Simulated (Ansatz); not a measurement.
Molecule: C₃H₂, charge 0, multiplicity 1. 
Geometry from a B3LYP-D3(BJ)/def2-TZVP (Ansatz, a quantum-chemistry and plane-wave program) optimisation:
```xyz
5

C     -0.0184    -0.0120    -1.1190
C      0.0033     0.0022     0.2011
H      0.8505     0.2726    -1.7068
H     -0.9061    -0.3089    -1.6717
C      0.0244     0.0159     1.4810
```
Charge 0, spin multiplicity 1.

Basis-set convergence of Hartree-Fock and CCSD(T) correlation energies (hartree) with Ansatz. Cores are frozen in the correlated levels unless marked. No spin-orbit coupling. Non-relativistic.

The Hartree-Fock reference is unstable (checked in the largest basis), which strains HF and MP2. 

| basis | functions | E(HF) | E(corr, CCSD(T)) |
|---|---|---|---|
| aug-cc-pVDZ | 87 | -114.60788 | -0.41566 |
| aug-cc-pVTZ | 184 | (withheld) | (withheld) |

Complete the blanks.


- aug-cc-pVTZ, E(HF): -114.63382
- aug-cc-pVTZ, E(corr, CCSD(T)): -0.48659
